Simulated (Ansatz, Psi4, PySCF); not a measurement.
F3Sb (SMILES [F][Sb]([F])[F]), singlet, geometry from GFN2-xTB (core potentials on Sb). Base run: PBE/def2-SVP in PySCF.

Here is a job for PySCF.
```python
from pyscf import gto, scf, dft

mol = gto.M(
    atom='''
Sb    0.001796   -0.002684    0.402632
F    -1.261065   -0.927082   -0.761131
F    -0.181799    1.560283   -0.749366
F     1.432688   -0.617995   -0.771085
''',
    basis='def2-svp',
    ecp={'Sb': 'def2-svp'},
    charge=0,
    spin=0,
    verbose=4,
)

mf = dft.RKS(mol)
mf.xc = 'pbe'
mf.kernel()
```

The same geometry, method and basis name were run in Ansatz (a program for electronic structure) and Psi4 and PySCF, at each program's defaults and at the settings that a row names. The base is PySCF at its defaults. Differences at the defaults can come from grids, fitting, cores and function types together.

| code and settings | ΔE vs base (µEh) | basis functions | E (Eh) | SCF cycles | dipole (D) |
|---|---|---|---|---|---|
| PySCF, defaults (exact integrals, its default grid, spherical functions) | 0.0 | 68 | -539.33147 | 11 | 4.54 |
| Psi4, defaults (density fitting with its default set, its default grid, spherical functions) | -72.3 | 68 | -539.33154 | 9 | 4.54 |
| Ansatz, defaults (factorised integrals, its default grid, spherical functions) | 15.4 | 68 | -539.33145 | - | - |
| PySCF, density fitting with def2-universal-jkfit | -72.0 | 68 | -539.33154 | 11 | 4.54 |
| PySCF, fine grid | 30.0 | 68 | -539.33144 | 11 | 4.54 |
| Psi4, exact integrals, spherical functions, fine grid | 13.9 | 68 | -539.33146 | 11 | 4.54 |
| Ansatz, high accuracy | 15.6 | 68 | -539.33145 | - | - |
